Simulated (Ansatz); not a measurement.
Species: CH₆ClSi₂ (charge -1, singlet). It need not be the lowest isomer of its formula. Whether it binds its extra electron was not tested at this geometry. 
Geometry from a B3LYP-D3(BJ)/def2-TZVP (Ansatz, a quantum-chemistry and plane-wave program) optimisation:
SMILES: [SiH2-]C[SiH2]Cl
```xyz
10

Si    -2.6383     0.0470     0.1043
C     -0.8169     0.8834     0.1227
Si     0.3807    -0.4852     0.0090
Cl     2.4710     0.1333    -0.1238
H     -2.5244    -0.5279    -1.3164
H     -2.2197    -1.2795     0.7722
H     -0.7388     1.5699    -0.7228
H     -0.6762     1.4603     1.0391
H      0.2437    -1.3147    -1.2055
H      0.4155    -1.3400     1.2154
```
Charge -1, spin multiplicity 1.

Basis-set convergence of Hartree-Fock and CCSD(T) correlation energies (hartree) with Ansatz. Correlated levels leave the core frozen unless marked. No spin-orbit coupling. Non-relativistic. This anion needs diffuse functions, which these sets lack.

```csv
basis,functions,E(HF),"E(corr, CCSD(T))"
cc-pV(D+d)Z,113,-1078.77987,-0.57533
cc-pV(T+d)Z,231,-1078.83405,-0.72421
cc-pV(Q+d)Z,427,…,…
```

Some entries are withheld; supply them.


- cc-pV(Q+d)Z, E(HF): -1078.84871
- cc-pV(Q+d)Z, E(corr, CCSD(T)): -0.77204
